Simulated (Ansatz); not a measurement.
Ansatz (a program for electronic structure) input:

Ansatz 0.2 input:
```yaml
crystal:
  periodic: [false, false, false]
  atoms:
    - {symbol: Si, position_ang: [-0.00000000, -0.00000000, -0.10196874]}
    - {symbol: H, position_ang: [0.00000000, 0.00000000, 1.42756239]}
basis:
  gaussian:
    orbitals: def2-TZVP
hamiltonian:
  xc: b3lyp
  dispersion: d3bj
magnetization: {spin_polarized: true, initial_magnetization: 1}
phonons: {temperatures: {t_min: 298.15, t_max: 298.15, t_step: 100}}
```

Question: What final total energy does it print?

Answer: -290.01421 Eh (B3LYP-D3(BJ)/def2-TZVP). The basis has 43 functions.
